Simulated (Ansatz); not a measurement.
Harmonic frequencies (cm⁻¹) at PBE0-D4/def2-TZVP from Ansatz: 42, 114, 136, 230, 344, 544, 646, 701, 747, 774, 802, 940, 943, 955, 1089, 1220, 1728, 2243, 2248, 2292, 3473.

Each molecule was computed in one conformer, which needn't be the lowest.

**Question.** Which molecule is it?
A. `N=C(I)O[SiH3]`
B. `O[SiH]1[CH2][AlH]1`
C. `N[Si]1(I)CO1`
D. `C=CC=S`

**Answer.** A.
